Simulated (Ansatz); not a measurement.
`C#CO[SiH2]Br` and `C#C[O][SnH2][NH2]` differ in one atom or group.

Ansatz, PBE0-D4/def2-TZVP geometries, multiplicity 1. Each molecule was computed in one conformer, which needn't be the lowest.

Elements past krypton have def2 core potentials. Scalar relativity is left out up to krypton. Spin–orbit coupling is left out; it splits and shifts lone-pair levels of the heavy atoms by tenths of an eV.

| property | `C#CO[SiH2]Br` |
| --- | --- |
| LUMO energy (ωB97M-V/def2-TZVPP) / eV | 1.46 |
| HOMO energy (B3LYP/def2-TZVPP) / eV | -7.30 |
| HOMO–LUMO gap (B3LYP/def2-TZVPP) / eV | 6.74 |
| size of the dipole moment (B3LYP/def2-TZVPP) / D | 1.36 |
| HOMO energy (PBE0/def2-TZVPP) / eV | -7.54 |
| HOMO–LUMO gap (PBE/def2-TZVPP) / eV | 5.00 |

Question: Give the same properties after the change, and the shifts. (An estimate is asked.)

Answer: Ansatz gave: 
```tsv
property	`C#C[O][SnH2][NH2]`	shift
LUMO energy (ωB97M-V/def2-TZVPP) / eV	1.00	-0.46
HOMO energy (B3LYP/def2-TZVPP) / eV	-6.36	0.94
HOMO–LUMO gap (B3LYP/def2-TZVPP) / eV	5.43	-1.31
size of the dipole moment (B3LYP/def2-TZVPP) / D	2.79	1.43
HOMO energy (PBE0/def2-TZVPP) / eV	-6.58	0.96
HOMO–LUMO gap (PBE/def2-TZVPP) / eV	3.77	-1.23
```

With PBE0 the HOMO rises by 0.96 eV and the LUMO falls by 0.26 eV, so the gap narrows by about 1.22 eV. PBE moves the HOMO by 0.93 eV and ωB97M-V by 0.98 eV. Dipoles are sizes alone; their direction can turn.

B3LYP here is the variant with VWN-RPA as its local correlation; programs differ in this.
